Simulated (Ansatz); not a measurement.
C2H2F5InO (`[F][In]([F])[O]CC(F)(F)F`), 11 atoms. Total charge 0; spin multiplicity 1. Correlated methods include outer-core shells of In, which these sets cover unevenly. In takes the def2 core potential. Hardware: A = 2 threads of an AMD EPYC 7R13 on a shared host and a share of an NVIDIA H100 80 GB; B = 2 threads of an AMD EPYC 7R13 on a shared host. Correlated methods freeze the cores. Open-shell runs search over several starts.

(1) Give the basis size and wall time and peak host memory of each of these runs in Ansatz. UKS r2SCAN-D4/def2-TZVPP energy of the cation [A]; RKS PBE0-D4/def2-QZVPP energy [A]; RKS r2SCAN0-D4/def2-TZVPP energy [A]; UKS B2PLYP (frozen core)/def2-TZVPP energy of the cation [A]; UHF-MP2/def2-QZVPP energy of the cation [A]; RKS PBE0-D4/def2-TZVP relaxation (12 steps) [A]; direct RPA on PBE orbitals/def2-TZVPP energy [A]; UKS B3LYP-D4/def2-TZVPP energy of the cation [A]; RHF-CCSD(T)/def2-SVP energy [A]; RKS ωB97M-V/def2-QZVPP energy [A]; RKS PBE0-D4/def2-SVP energy [B]; UHF-CCSD(T)/def2-TZVPP energy of the cation [A]. (An estimate is asked.)

Answers

(1) The calculation gave: Other jobs shared the machine, so times are rough.

```json
{"level": "RHF-CCSD(T)/def2-SVP", "job": "energy [A]", "functions": "148", "wall time": "2.8 s", "peak host memory (GiB)": "0.81"}
{"level": "RKS PBE0-D4/def2-SVP", "job": "energy [B]", "functions": "148", "wall time": "3.3 s", "peak host memory (GiB)": "0.55"}
{"level": "RKS r2SCAN0-D4/def2-TZVPP", "job": "energy [A]", "functions": "326", "wall time": "4.2 s", "peak host memory (GiB)": "0.93"}
{"level": "RKS PBE0-D4/def2-QZVPP", "job": "energy [A]", "functions": "598", "wall time": "5.5 s", "peak host memory (GiB)": "1.2"}
{"level": "direct RPA on PBE orbitals/def2-TZVPP", "job": "energy [A]", "functions": "326", "wall time": "5.5 s", "peak host memory (GiB)": "1.6"}
{"level": "RKS ωB97M-V/def2-QZVPP", "job": "energy [A]", "functions": "598", "wall time": "7 s", "peak host memory (GiB)": "1.3"}
{"level": "UKS B2PLYP (frozen core)/def2-TZVPP", "job": "energy of the cation [A]", "functions": "326", "wall time": "7 s", "peak host memory (GiB)": "1.6"}
{"level": "UKS B3LYP-D4/def2-TZVPP", "job": "energy of the cation [A]", "functions": "326", "wall time": "9.5 s", "peak host memory (GiB)": "1"}
{"level": "UKS r2SCAN-D4/def2-TZVPP", "job": "energy of the cation [A]", "functions": "326", "wall time": "13 s", "peak host memory (GiB)": "1.1"}
{"level": "UHF-MP2/def2-QZVPP", "job": "energy of the cation [A]", "functions": "598", "wall time": "21 s", "peak host memory (GiB)": "1.4"}
{"level": "RKS PBE0-D4/def2-TZVP", "job": "relaxation (12 steps) [A]", "functions": "310", "wall time": "37 s", "peak host memory (GiB)": "1"}
{"level": "UHF-CCSD(T)/def2-TZVPP", "job": "energy of the cation [A]", "functions": "326", "wall time": "5.9 min", "peak host memory (GiB)": "1.6"}
```

B3LYP here is the variant with VWN-RPA as its local correlation; programs differ in this.
